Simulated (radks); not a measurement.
The caesium anion Cs-, [Xe] 6s2, held by a Watson sphere: a shell of charge +1 at radius R that stands for the Madelung well of a crystal (potential energy -1/R inside, -1/r outside, in hartree with lengths in bohr). Method: scalar-relativistic Kohn-Sham, LDA (Slater exchange, VWN5 correlation), spin-polarised, spherical densities, point nucleus; computed with a radial shooting solver on a logarithmic mesh with Libxc functionals. Response by self-consistent Sternheimer equations with the Hartree and adiabatic LDA kernel, the relativistic mass of each level held fixed and spin-orbit coupling left out. The sphere does not respond.

R (bohr)  e(5s) (eV)  e(5p) (eV)  e(6s) (eV)  <r> 6s (bohr)  sum of <r^2> (bohr^2)  X-ray form factor at sin(theta)/lambda = 0.3 1/angstrom  alpha (bohr^3)
2.64         -29.734     -16.442      -3.272          4.845                  104.0                                                   37.945           256.2
2.82         -29.339     -16.084      -3.269          4.855                  104.5                                                   37.946           257.0
3.25         -28.538     -15.324      -3.247          4.906                  106.1                                                   37.949           264.3
3.32         -28.427     -15.215      -3.241          4.917                  106.4                                                   37.950           266.2
3.63         -27.988     -14.779      -3.205          4.980                  107.9                                                   37.951           277.5
4.06         -27.509     -14.295      -3.134          5.089                  110.4                                                   37.949           299.6
5            -26.828     -13.592      -2.923          5.373                  117.0                                                   37.942           369.5
5.66         -26.533     -13.284      -2.758          5.580                  122.1                                                   37.939           431.8
5.74         -26.503     -13.253      -2.738          5.604                  122.7                                                   37.938           440.0
